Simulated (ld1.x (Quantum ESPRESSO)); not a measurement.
## Which change was made? (Rb, TM)

rubidium (Rb), norm-conserving Troullier–Martins (Kleinman–Bylander form), made with ld1.x (Quantum ESPRESSO) 7.5 (PBE, scalar-relativistic). Core [Ar] 3d10, reference 4s2 4p6 5s1 5p0. Waves: 4s (bound): rc 2.40 bohr; 4p (bound): rc 1.65 bohr; 4d channel at 0.15 Ry: rc 2.00 bohr; 4f channel at 0.3 Ry: rc 2.40 bohr. Local part: the f channel. Core correction: none.

Occupied shells without a wave of their own: 5s. They enter only through the test configuration that unscreens the potential.

Cutoffs, loose and tight: the cutoffs (Ry, on a coarse ladder) from which the occupation-weighted sum of valence levels, in a spherical-Bessel basis at the reference potential, stays within 10 and 1 mRy of its value at 400 Ry. They do not see the model core or the augmentation charge, which bear on the density cutoff. Test errors are all-electron minus pseudo excitation energies from the reference, over the configurations 4s2 4p6 5s0 5p0; 4s2 4p6 5s0.5 5p0; 4s2 4p6 5s0 5p1; 4s1 4p6 5s1 5p0; 4s2 4p5 5s1 5p0; variants that change the core or the reference have their own tests. The largest error is taken over the tests solved by every variant that gives reliable tests at all, those not shown here included: 4s1 4p6 5s1 5p0; 4s2 4p5 5s1 5p0; 4s2 4p6 5s0 5p0; 4s2 4p6 5s0.5 5p0.

The base gives: outcome: generated, misses its reference levels by 0.26 eV; cutoff, loose: 35 Ry; cutoff, tight: 70 Ry; bound ghosts: none; largest test error (meV): -470.

After one change the result is: outcome: generated, misses its reference levels by 0.33 eV; cutoff, loose: 30 Ry; cutoff, tight: 55 Ry; bound ghosts: none; largest test error (meV): -581. Which change was it?
A. all radii scaled by about 0.74 (s 1.78, p 1.22, d 1.48, f 1.78 bohr)
B. all radii scaled by about 0.97 (s 2.32, p 1.60, d 1.94, f 2.32 bohr)
C. all radii scaled by about 1.33 (s 3.18, p 2.20, d 2.66, f 3.18 bohr)
D. all radii scaled by about 1.10 (s 2.64, p 1.82, d 2.20, f 2.64 bohr)

D. The others give: all radii scaled by about 1.33 (s 3.18, p 2.20, d 2.66, f 3.18 bohr) → outcome: generated, misses its reference levels by 0.39 eV; cutoff, loose: 15 Ry; cutoff, tight: 30 Ry; bound ghosts: none; largest test error (meV): -681 | all radii scaled by about 0.74 (s 1.78, p 1.22, d 1.48, f 1.78 bohr) → outcome: generated, misses its reference levels by 0.18 eV; cutoff, loose: 80 Ry; cutoff, tight: 160 Ry; bound ghosts: none; largest test error (meV): +393 | all radii scaled by about 0.97 (s 2.32, p 1.60, d 1.94, f 2.32 bohr) → outcome: generated, misses its reference levels by 0.25 eV; cutoff, loose: 35 Ry; cutoff, tight: 70 Ry; bound ghosts: none; largest test error (meV): -444.
